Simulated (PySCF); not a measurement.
Gas-phase reaction: ZrCl₃OH + O = ZrO₂ + H + 3 Cl

Method: PySCF energies plus ideal-gas RRHO corrections (1 bar). S°(298 K) at PBE0/def2-TZVP differs from the NASA 1993 table for ZrO₂ (-6 J/mol/K); whether the harmonic model or the table's entry is off was not settled. † marks an energy on the PBE0/def2-TZVP geometry and frequencies. CCSD(T) freezes the core. Open shells (unrestricted): O (multiplicity 3, electronic degeneracy 9), H (multiplicity 2), Cl (multiplicity 2, electronic degeneracy 6); the rest are closed-shell singlets. Spin-orbit splitting is ignored; it lowers the true energy and changes the entropy of O, Cl. B3LYP is the form with VWN-RPA correlation. Zr: scalar-relativistic def2 core potential, no spin-orbit coupling. ZrCl₃OH: computed as isolated molecules; such fragments, hydroxides, amides, oligomers or adducts are transient or little studied in the gas. CCSD(T) isn't extrapolated to the basis-set limit; its ΔH°(298 K) is 1043.2 kJ in def2-SVP and 1058.9 kJ in def2-TZVPP. The harmonic model lacks anharmonicity and excited electronic states, which grow with temperature; levels with a mode under 35 cm⁻¹ are left out. Soft modes under 120 cm⁻¹ make the harmonic entropy rough for ZrCl₃OH. Warning, large T1 diagnostic: ZrO₂ (CCSD(T)/def2-TZVPP†).

ΔH° and ΔS° at 298 K: B3LYP/def2-TZVP† 1029 kJ, 342 J/K; BLYP/def2-TZVP† 964 kJ, 342 J/K; CCSD(T)/def2-TZVPP† 1059 kJ, 342 J/K; HF/def2-TZVP† 1121 kJ, 342 J/K; M06-2X/def2-TZVP† 1096 kJ, 342 J/K.

With the heat capacities included, give log10 K (1 bar) at 500, 600, 1000, 1800, 2000 K from B3LYP/def2-TZVP†, BLYP/def2-TZVP†, CCSD(T)/def2-TZVPP†, HF/def2-TZVP†, M06-2X/def2-TZVP†.


```
T (K)  B3LYP/def2-TZVP†  BLYP/def2-TZVP†  CCSD(T)/def2-TZVPP†  HF/def2-TZVP†  M06-2X/def2-TZVP†
-----  ----------------  ---------------  -------------------  -------------  -----------------
500               -89.7            -82.9                -92.8          -99.2              -96.6
600               -71.8            -66.1                -74.4          -79.7              -77.6
1000              -36.0            -32.6                -37.6          -40.8              -39.5
1800              -12.3            -10.4                -13.1          -14.9              -14.2
2000               -9.3             -7.6                -10.1          -11.7              -11.0
```
